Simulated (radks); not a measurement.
Task: Radial electron density D(r) = 4 pi r^2 rho(r) of an atom or ion with 42 electrons. Method: scalar-relativistic Kohn-Sham, PBEsol, spin-polarised, spherical densities, point nucleus; computed with a radial shooting solver on a logarithmic mesh with Libxc functionals.

r (bohr)  D(r) (e/bohr)  spin D(r)
0.004387          11.97  -0.000333
0.005027          14.63  -0.000407
0.005713          17.56  -0.000487
0.006545          21.11  -0.000585
0.007499          25.12  -0.000695
0.008591          29.53  -0.000816
0.009764          33.96  -0.000938
0.01119           38.81   -0.00107
0.01282           43.58   -0.00121
0.01468           47.99   -0.00135
0.01682           51.71   -0.00148
0.01912           54.26   -0.00160
0.02191           55.73   -0.00173
0.0251            55.76   -0.00185
0.02875           54.47   -0.00197
0.03268           52.37   -0.00203
0.03744           49.88   -0.00192
0.04289           48.02   -0.00134
0.04914           47.74   0.000349
0.0563            49.71    0.00432
0.06399           53.70     0.0119
0.07331           59.49     0.0269
0.08399           65.32     0.0530
0.09623           69.19     0.0953
0.1094            69.50      0.154
0.1253            65.69      0.240
0.1436            58.67      0.349
0.1645            51.02      0.471
0.1884            45.82      0.590
0.2142            44.99      0.673
0.2454            48.08      0.700
0.2811            52.52      0.639
0.3221            54.43      0.486
0.366             51.42      0.286
0.4194            43.08     0.0824
0.4805            32.03    -0.0151
0.5505            22.00     0.0912
0.6306            15.68      0.457
0.7168            13.51       1.02
0.8212            13.67       1.76
0.9408            14.18       2.45
1.078             13.55       2.91
1.225             11.67       3.02
1.404             8.909       2.81
1.608             6.141       2.34
1.842             3.879       1.75
2.111             2.268       1.17
2.399             1.276      0.716
2.748            0.6367      0.375
3.149            0.2860      0.171
3.607            0.1130     0.0663
4.1             0.04076     0.0231
4.697           0.01141    0.00610
5.382          0.002537    0.00124

What is the nuclear charge?

Result: Z = 44. The innermost maximum, from 1s, lies near gamma/Z bohr with gamma = sqrt(1 - (Z/c)^2) = 0.947, here 0.0215 bohr (found: 0.0235), and its height grows with Z. The density is that of the ruthenium ion Ru2+ in [Kr] 4d6; the configuration itself is not fixed sharply by these data, and Z only to a few units. D(r) has 4 maxima, at r = 0.0235, 0.103, 0.319, 0.948 bohr, and minima at 0.0468, 0.206, 0.752 bohr, inside which lie 2.02, 11.11, 29.15 electrons.
